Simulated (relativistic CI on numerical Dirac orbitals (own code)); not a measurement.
# Electric-dipole lines of Ge XXII

Computed by Dirac-Coulomb-Breit CI, separate exchange-only KLI orbitals for each configuration, model QED, unscaled Slater integrals (own radial code, finite nucleus).

CI space (outside the closed core [Ne]): 3s, 3p, 3d, 4s, 4p, 4d, 4f, 5s, 5p, 5d, 5f, 5g, 6s, 6p, 6d, 7s, 7p. Levels of other configurations are missing.

| λ vac (Å) | Lower | Upper | A (s⁻¹) | gf | Branching (%) |
| --- | --- | --- | --- | --- | --- |
| 24.959 | 3d 2D_3/2 [4] | 5f 2F°_5/2 [18] | 1.23e+12 | 6.91e-01 | 64.3 |
| 25.016 | 3d 2D_5/2 [5] | 5f 2F°_7/2 [19] | 1.31e+12 | 9.86e-01 | 68.8 |
| 30.409 | 3p 2P°_1/2 [2] | 4d 2D_3/2 [9] | 1.29e+12 | 7.18e-01 | 82.6 |
| 30.921 | 3p 2P°_3/2 [3] | 4d 2D_5/2 [10] | 1.58e+12 | 1.36e+00 | 99.6 |
| 35.605 | 3d 2D_3/2 [4] | 4f 2F°_5/2 [11] | 3.30e+12 | 3.77e+00 | 93.3 |
| 35.711 | 3d 2D_5/2 [5] | 4f 2F°_7/2 [12] | 3.53e+12 | 5.39e+00 | 99.9 |
| 69.514 | 4p 2P°_3/2 [8] | 5d 2D_5/2 [17] | 2.83e+11 | 1.23e+00 | 23.5 |
| 77.389 | 4d 2D_3/2 [9] | 5f 2F°_5/2 [18] | 5.57e+11 | 3.00e+00 | 29.0 |
| 77.607 | 4d 2D_5/2 [10] | 5f 2F°_7/2 [19] | 5.96e+11 | 4.31e+00 | 31.2 |
| 83.089 | 4f 2F°_5/2 [11] | 5g 2G_7/2 [20] | 9.68e+11 | 8.02e+00 | 96.3 |
| 83.173 | 4f 2F°_7/2 [12] | 5g 2G_9/2 [21] | 1.00e+12 | 1.04e+01 | 99.9 |
| 130.59 | 5p 2P°_3/2 [15] | 6d 2D_5/2 [26] | 7.74e+10 | 1.19e+00 | 9.3 |
| 174.21 | 3p 2P°_1/2 [2] | 3d 2D_3/2 [4] | 2.50e+10 | 4.54e-01 | 87.4 |
| 190.43 | 3p 2P°_3/2 [3] | 3d 2D_5/2 [5] | 2.30e+10 | 7.51e-01 | 100.0 |
| 226.11 | 3s 2S_1/2 [1] | 3p 2P°_3/2 [3] | 1.49e+10 | 4.58e-01 | 100.0 |
| 466.09 | 4p 2P°_1/2 [7] | 4d 2D_3/2 [9] | 5.61e+09 | 7.30e-01 | 0.4 |
| 510.96 | 4p 2P°_3/2 [8] | 4d 2D_5/2 [10] | 5.13e+09 | 1.20e+00 | 0.3 |
| 560.94 | 4s 2S_1/2 [6] | 4p 2P°_3/2 [8] | 3.49e+09 | 6.58e-01 | 0.4 |
| 1051.7 | 5p 2P°_3/2 [15] | 5d 2D_5/2 [17] | 1.62e+09 | 1.61e+00 | 0.1 |
| 1870.9 | 6p 2P°_3/2 [24] | 6d 2D_5/2 [26] | 6.36e+08 | 2.00e+00 | 0.1 |

Terms are leading LS components. Brackets give the number of a level in order of energy, since labels repeat. The list gives strong lines, with weight on those to low levels, without lines whose two gauges differ by over a factor of 2.5. Levels whose partners in the same complex of configurations lie outside the list can be far off, and so can their lines. Rates are taken at the computed energies, electric ones in the length gauge.

At this charge energies of transitions that change n are usually good to better than 1 %, and those within a shell (Δn = 0) to a few per cent.
